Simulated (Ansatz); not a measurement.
Input file for Ansatz (a first-principles code): U-PBE0/def2-TZVPP on Ta2, 2S+1 = 3, a spin state set in the input, which need not be the lowest. Elements past Kr take the def2 small-core potentials; no spin–orbit coupling.

Ansatz 0.2 input:
```yaml
crystal:
  periodic: [false, false, false]
  atoms:
    - {symbol: Ta, position_ang: [0.00000000, 0.00000000, 0.00000000]}
    - {symbol: Ta, position_ang: [0.00000000, 0.00000000, 3.23000000]}
basis:
  gaussian:
    orbitals: def2-TZVPP
hamiltonian:
  xc: {name: PBE0}
magnetization: {spin_polarized: true, initial_magnetization: 2}
relax: {f_tol: 0.002, max_steps: 120}
```

Program output:

```
WARN ansatz: RAYON_NUM_THREADS=1 ignored (pool sized by the plan → 1); use --threads N
Functional definition: PBE0
integrals: 0.03 GiB planned
816 factors; their error is unknown
mean field: 0.44 GiB planned
mean field evaluation 1: about -3089.9823 eV, gradient 1.4e1 eV
mean field evaluation 2: about -3088.8233 eV, gradient 2.1e1 eV
mean field evaluation 4: about -3091.2235 eV, gradient 7.3e-1 eV
mean field evaluation 8: about -3091.2460 eV, gradient 6.8e-2 eV
mean field evaluation 16: about -3091.2425 eV, gradient 1.6e-3 eV
mean field evaluation 32: about -3093.3263 eV, gradient 1.1e0 eV
mean field evaluation 64: about -3093.3722 eV, gradient 2.1e-7 eV
mean field evaluation 96: about -3084.0079 eV, gradient 1.9e2 eV
mean field evaluation 128: about -3092.5333 eV, gradient 6.7e0 eV
mean field evaluation 160: about -3093.3529 eV, gradient 1.8e-1 eV
mean field evaluation 192: about -3093.2917 eV, gradient 2.6e-2 eV
mean field evaluation 224: about -3091.8183 eV, gradient 1.2e1 eV
mean field evaluation 256: about -3093.3706 eV, gradient 5.8e-2 eV
mean field evaluation 288: about -3093.3722 eV, gradient 1.4e-9 eV
mean field evaluation 320: about -3093.2916 eV, gradient 6.4e-2 eV
mean field evaluation 352: about -3085.7593 eV, gradient 2.4e2 eV
mean field evaluation 384: about -3093.3194 eV, gradient 1.6e-1 eV
mean field evaluation 416: about -3093.3705 eV, gradient 2.7e-2 eV
mean field evaluation 448: about -3093.3278 eV, gradient 5.9e-2 eV
mean field evaluation 480: about -3092.7846 eV, gradient 6.4e-2 eV
mean field evaluation 512: about -3091.2425 eV, gradient 1.8e-1 eV
mean field evaluation 544: about -3091.3201 eV, gradient 3.2e-3 eV
mean field evaluation 576: about -3092.2448 eV, gradient 1.1e-3 eV
mean field evaluation 608: about -3092.6177 eV, gradient 7.8e-1 eV
mean field evaluation 640: about -3093.1535 eV, gradient 1.9e0 eV
mean field evaluation 672: about -3092.2075 eV, gradient 3.4e-1 eV
mean field evaluation 704: about -3093.3488 eV, gradient 3.0e-1 eV
mean field evaluation 736: about -3092.5568 eV, gradient 7.9e-1 eV
mean field evaluation 768: about -3092.0702 eV, gradient 7.9e-1 eV
mean field evaluation 800: about -3093.3721 eV, gradient 1.5e-2 eV
mean field evaluation 832: about -3092.8876 eV, gradient 4.9e0 eV
mean field evaluation 864: about -3092.7772 eV, gradient 7.8e-4 eV
mean field evaluation 896: about -3093.3447 eV, gradient 1.8e-1 eV
mean field evaluation 928: about -3092.9016 eV, gradient 3.8e-2 eV
mean field evaluation 960: about -3093.0976 eV, gradient 4.3e0 eV
mean field evaluation 992: about -3093.3374 eV, gradient 6.2e-2 eV
mean field evaluation 1024: about -3093.3617 eV, gradient 1.3e-1 eV
mean field evaluation 1056: about -3093.3689 eV, gradient 4.6e-1 eV
mean field evaluation 1088: about -3093.3593 eV, gradient 3.2e-1 eV
mean field -3093.37215901 eV, -113.6793300807 hartree, gradient 1.1e-9 eV, S^2 4.577016; 32 other end points of the search recorded, 0 dependent functions left out
the calculation of the forces begins
reference -3093.37218436 eV, -113.6793310123 hartree; 14, 12 occupied and 98, 100 virtual orbitals, 816 factors
relax step   1: F+E_penalty+E_count = -3093.37215901 eV  Δ(F+E_penalty+E_count) = +0.000e0 eV  max|allowed force component| = 1.638e0 eV/Å  Δτ_max = 0.0000 Å  (7047 SCF iters, accepted)
these checks for a lower state are left out or cut short: starts, cluster_reference, orbital_swaps, neighbouring_geometries, increment
integrals: 0.03 GiB planned
816 factors; their error is unknown
mean field: 0.44 GiB planned
mean field evaluation 1120: about -3093.7944 eV, gradient 4.5e-3 eV
mean field -3093.79443497 eV, -113.6948484358 hartree, gradient 7.0e-9 eV, S^2 4.325033; 0 other end points of the search recorded, 0 dependent functions left out
the calculation of the forces begins
reference -3093.79445957 eV, -113.6948493400 hartree; 14, 12 occupied and 98, 100 virtual orbitals, 816 factors
relax step   2: F+E_penalty+E_count = -3093.79443497 eV  Δ(F+E_penalty+E_count) = -4.223e-1 eV  max|allowed force component| = 1.870e0 eV/Å  Δτ_max = 0.1198 Å  (299 SCF iters, accepted)
these checks for a lower state are left out or cut short: starts, cluster_reference, orbital_swaps, neighbouring_geometries, increment
integrals: 0.03 GiB planned
816 factors; their error is unknown
mean field: 0.44 GiB planned
mean field evaluation 1152: about -3094.7967 eV, gradient 2.7e-5 eV
mean field -3094.79665486 eV, -113.7316793377 hartree, gradient 2.8e-7 eV, S^2 3.462670; 0 other end points of the search recorded, 0 dependent functions left out
the calculation of the forces begins
reference -3094.79667834 eV, -113.7316802006 hartree; 14, 12 occupied and 98, 100 virtual orbitals, 816 factors
relax step   3: F+E_penalty+E_count = -3094.79665486 eV  Δ(F+E_penalty+E_count) = -1.002e0 eV  max|allowed force component| = 2.923e0 eV/Å  Δτ_max = 0.1950 Å  (206 SCF iters, accepted)
these checks for a lower state are left out or cut short: starts, cluster_reference, orbital_swaps, neighbouring_geometries, increment
integrals: 0.03 GiB planned
816 factors; their error is unknown
mean field: 0.45 GiB planned
mean field -3095.63688184 eV, -113.7625571098 hartree, gradient 1.1e-5 eV, S^2 2.520886; 0 other end points of the search recorded, 0 dependent functions left out
the calculation of the forces begins
reference -3095.63690414 eV, -113.7625579290 hartree; 14, 12 occupied and 98, 100 virtual orbitals, 816 factors
relax step   4: F+E_penalty+E_count = -3095.63688184 eV  Δ(F+E_penalty+E_count) = -8.402e-1 eV  max|allowed force component| = 1.710e-1 eV/Å  Δτ_max = 0.1950 Å  (117 SCF iters, accepted)
these checks for a lower state are left out or cut short: starts, cluster_reference, orbital_swaps, neighbouring_geometries, increment
integrals: 0.03 GiB planned
816 factors; their error is unknown
mean field: 0.45 GiB planned
mean field -3095.63734087 eV, -113.7625739786 hartree, gradient 1.6e-5 eV, S^2 2.551547; 0 other end points of the search recorded, 0 dependent functions left out
the calculation of the forces begins
reference -3095.63736321 eV, -113.7625747995 hartree; 14, 12 occupied and 98, 100 virtual orbitals, 816 factors
relax step   5: F+E_penalty+E_count = -3095.63734087 eV  Δ(F+E_penalty+E_count) = -4.590e-4 eV  max|allowed force component| = 1.087e-1 eV/Å  Δτ_max = 0.0075 Å  (76 SCF iters, accepted)
these checks for a lower state are left out or cut short: starts, cluster_reference, orbital_swaps, neighbouring_geometries, increment
integrals: 0.03 GiB planned
816 factors; their error is unknown
mean field: 0.45 GiB planned
mean field evaluation 1184: about -3095.6361 eV, gradient 7.7e0 eV
mean field -3095.63763901 eV, -113.7625849351 hartree, gradient 2.1e-5 eV, S^2 2.536960; 0 other end points of the search recorded, 0 dependent functions left out
the calculation of the forces begins
reference -3095.63766133 eV, -113.7625857552 hartree; 14, 12 occupied and 98, 100 virtual orbitals, 816 factors
relax step   6: F+E_penalty+E_count = -3095.63763901 eV  Δ(F+E_penalty+E_count) = -2.981e-4 eV  max|allowed force component| = 2.683e-2 eV/Å  Δτ_max = 0.0036 Å  (72 SCF iters, accepted)
these checks for a lower state are left out or cut short: starts, cluster_reference, orbital_swaps, neighbouring_geometries, increment
integrals: 0.03 GiB planned
816 factors; their error is unknown
mean field: 0.45 GiB planned
mean field -3095.63765817 eV, -113.7625856392 hartree, gradient 7.0e-6 eV, S^2 2.539759; 0 other end points of the search recorded, 0 dependent functions left out
the calculation of the forces begins
reference -3095.63768049 eV, -113.7625864595 hartree; 14, 12 occupied and 98, 100 virtual orbitals, 816 factors
relax step   7: F+E_penalty+E_count = -3095.63765817 eV  Δ(F+E_penalty+E_count) = -1.916e-5 eV  max|allowed force component| = 1.159e-3 eV/Å  Δτ_max = 0.0007 Å  (100 SCF iters, accepted)
integrals: 0.03 GiB planned
816 factors; their error is unknown
mean field: 0.45 GiB planned
mean field evaluation 1216: about -3095.3448 eV, gradient 1.6e-1 eV
mean field evaluation 1248: about -3095.5600 eV, gradient 1.2e-1 eV
mean field evaluation 1280: about -3053.9698 eV, gradient 5.8e2 eV
mean field evaluation 1312: about -3058.0614 eV, gradient 7.9e1 eV
mean field evaluation 1344: about -3095.6378 eV, gradient 9.7e-2 eV
mean field evaluation 1376: about -3095.2289 eV, gradient 1.1e0 eV
mean field evaluation 1408: about -3093.9372 eV, gradient 1.7e1 eV
mean field evaluation 1440: about -3095.3449 eV, gradient 2.6e-6 eV
mean field evaluation 1472: about -3095.5778 eV, gradient 1.3e-3 eV
mean field evaluation 1504: about -3095.1756 eV, gradient 7.5e-1 eV
mean field evaluation 1536: about -3094.3513 eV, gradient 7.9e0 eV
mean field -3095.63765817 eV, -113.7625856392 hartree, gradient 6.9e-6 eV, S^2 2.539759; 27 other end points of the search recorded, 0 dependent functions left out
the calculation of the forces begins
reference -3095.63768049 eV, -113.7625864595 hartree; 14, 12 occupied and 98, 100 virtual orbitals, 816 factors
Total energy: -3095.63768049 eV, -113.7625864595 hartree
Atom 0 at     0.000000     0.000000     0.505310 Å, force    -0.000000    -0.000000    -0.001159 eV/Å
Atom 1 at    -0.000000    -0.000000     2.724690 Å, force     0.000000     0.000000     0.001159 eV/Å
Dipole moment:    -0.000000     0.000000    -0.000538 e Å
```

The calculation finished and met its thresholds. Its determinant has ⟨S²⟩ = 2.54, a mixture of spin states.

Cost: very roughly 8 core-minutes.
